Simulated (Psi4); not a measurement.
H6BN3, singlet, at a GFN2-xTB geometry. Base run: CCSD(T)/def2-SVP in Psi4.

Input for Psi4:
```
memory 2 GB

molecule mol {
0 1
  B     0.000084    0.000121   -0.000047
  N     1.256687   -0.376705   -0.534286
  H     1.862821   -1.040228   -0.091353
  H     1.660593    0.057151   -1.342027
  N    -0.472633   -0.602930    1.192296
  H     0.005575   -1.357157    1.646954
  H    -1.387980   -0.431700    1.562533
  N    -0.784558    0.978882   -0.657943
  H    -1.664703    1.302395   -0.305048
  H    -0.473198    1.474198   -1.471290
}

set basis def2-svp
set reference rhf
set freeze_core true

energy('ccsd(t)')
print_variables()
```

Variants of this job, named by their change:

```tsv
change	ΔE vs base (kcal/mol)	MP2 correlation (Eh)	basis functions	core-seconds (rough)
base	0.000	-0.59365	86	20
method = mp3	[?]	-0.59337	86	2
method = ccsd	9.90	-0.59365	86	10
method = mp4	[?]	-0.59365	86	9
method = mp2	33.36	-0.59337	86	1
method = qcisd(t)	-0.221	-0.59365	86	10
method = fno-ccsd(t)	0.000	-0.59365	86	10
method = dlpno-mp2	33.41	-0.59330	86	2
```

Problem. Fill in the missing entries.

Solution. 
- method = mp3, ΔE vs base (kcal/mol): 13.88
- method = mp4, ΔE vs base (kcal/mol): 0.71
